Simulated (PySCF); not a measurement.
# Nb²⁺ (niobium, charge +2) across methods

[Kr] 4d2 5s1, high-spin 4F determinant (an excited configuration). Calculation: PySCF 2.14, in aug-cc-pVQZ-PP with ECP28MDF; scalar relativity through the core potential.

```tsv
method	E (hartree)	mean ε 4p β (eV)	mean ε 4d α (eV)	mean ε 5s α (eV)	Σ⟨r²⟩ (bohr²)	⟨S²⟩
wB97M-V	-55.6725	-59.350	-26.636	-21.530	31.70	3.751
r2SCAN	-55.7755	-55.250	-23.286	-19.187	31.53	3.752
PBE	-55.7512	-54.397	-22.853	-19.035	31.55	3.751
B97-3	-55.7524	-56.886	-24.379	-19.551	31.52	3.751
PBE0	-55.7423	-56.677	-24.457	-19.715	31.56	3.752
BLYP	-55.7228	-54.273	-22.643	-18.928	31.54	3.751
UHF	-55.33806	-62.256	-28.656	-21.283	31.98	3.756
```

Question: Estimate the same row for LDA.

Answer: E (hartree) = -55.5833; mean ε 4p β (eV) = -54.342; mean ε 4d α (eV) = -22.698; mean ε 5s α (eV) = -19.320; Σ⟨r²⟩ (bohr²) = 31.63; ⟨S²⟩ = 3.750.

Energies and moments cover only the electrons outside the core potential.
